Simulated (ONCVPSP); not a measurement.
# Configuration tests for gadolinium (ONCV)

ONCVPSP 4.0.1 input, shortened (lines: element, Z, core and valence counts, functional; n l f; lmax; l rc ep ncon nbas qcut; lloc lpopt rc5 dvloc0; l nproj debl; icmod fcfact rcfact), PBE, scalar-relativistic:

```
  Gd 64.00    8    6        4      upf
    1    0    2.00
    2    0    2.00
    2    1    6.00
    3    0    2.00
    3    1    6.00
    3    2   10.00
    4    0    2.00
    4    1    6.00
    4    2   10.00
    4    3    7.00
    5    0    2.00
    5    1    6.00
    5    2    2.00
    6    0    1.00
    3
    0    2.05    0.00    3    8    7.10
    1    2.15    0.00    4    8    6.50
    2    1.25    0.00    4    9   10.30
    3    1.25    0.00    4    9   14.50
    3    5    1.25    0.00
    0    2    0.50
    1    1    1.50
    2    2    0.60
    3    0    1.70
    3    5.75    1.45
```

Energies are relative to the spin-unpolarised reference configuration 4d10 4f7 5s2 5p6 5d2 6s1; without spin polarisation the order of configurations can differ from experiment.

| valence configuration | charge | ΔE all-electron (eV) | error AE − PS (meV) |
| --- | --- | --- | --- |
| 4d10 4f7 5s2 5p6 5d1 6s2 | 0 | -1.770 | +2.2 |
| 4d10 4f7 5s2 5p6 5d1 6s1 | +1 | 4.875 | +1.5 |

What are ΔE and the potential's error for 4d10 4f7 5s2 5p6 5d1 6s0?

ΔE = 16.975 eV all-electron; the error (AE − PS) is -0.6 meV.

What are ΔE and the potential's error for 4d9 4f7 5s2 5p6 5d1 6s2?

ΔE = 154.691 eV all-electron; the error (AE − PS) is -29 meV.

Levels in the configuration 4d10 4f7 5s2 5p6 5d1 6s0:

```
level  all-electron (eV)  pseudo (eV)
   4d           -161.504     -161.515
   4f            -22.465      -22.472
   5s            -63.517      -63.507
   5p            -40.983      -40.976
   5d            -15.178      -15.175
```

Note: ghosts flagged at negative energy: s at -497.1 eV, p at -180.4 eV; no localised positive-energy state flagged. A true bound ghost makes a file unfit for plane-wave use.
